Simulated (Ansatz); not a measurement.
`C[Si](O)(O)F` + H–F → `C[Si](O)(F)F` + H₂O at 600 K and 1 bar (ligand exchange at the Si–O bond).

Calculated with Ansatz (gas phase, PBE0-D4/def2-TZVP geometries, no zero-point term in ΔE). CBS: MP2 limit from def2 TZ/QZ plus the TZ coupled-cluster correction, frozen cores. This one scheme is used for every species. Each species was taken in one conformer, which may not be the lowest.

```
       species  CCSD(T)/CBS energy (Eh)  H − E (kJ/mol)  S (J/(mol·K))
`C[Si](O)(O)F`               -580.48617           243.8          437.6
           H–F               -100.39570            42.3          194.0
`C[Si](O)(F)F`               -604.51944           208.9          420.4
           H₂O                -76.37941            76.8          212.8
```

H − E and S are ideal-gas, rigid-rotor, harmonic terms from PBE0-D4/def2-TZVP, for one conformer and one mirror image of each species. 1 Eh = 2625.50 kJ/mol, R = 8.31446 J/(mol·K).

Question: By hand: ΔE, ΔH, ΔS and ΔG.

Answer: ΔE = (-604.51944) + (-76.37941) − (-580.48617) − (-100.39570) = -0.01698 Eh = -44.6 kJ/mol. Δ(H − E) = 208.9 + 76.8 − 243.8 − 42.3 = -0.4, so ΔH = -45.0 kJ/mol. ΔS = 420.4 + 212.8 − 437.6 − 194.0 = 1.6 J/(mol·K). ΔG = -45.0 − 600 × (1.6)/1000 = -46.0 kJ/mol.

Question: By hand: the equilibrium constant, and the temperature at which ΔG would vanish if ΔH and ΔS stayed fixed.

Answer: log₁₀ K = −ΔG/(RT ln 10) = 4.0. ΔH and −TΔS have one sign here, so there is no such temperature.

The number of gas molecules stays the same, so ΔS is small and ΔH decides. A doubt of 5 kJ/mol in ΔE shifts log₁₀ K by 0.4 here. Other conformers and mirror images would add mixing entropy, several J/(mol·K) or more a flexible species. These are equilibria of isolated gas molecules and say nothing of rates. Largest T1 diagnostic: 0.011 (customary marks: 0.02 for closed shells, 0.045 for open ones).

ΔS is within the doubt of such terms, so its sign, and with it that verdict, could turn.
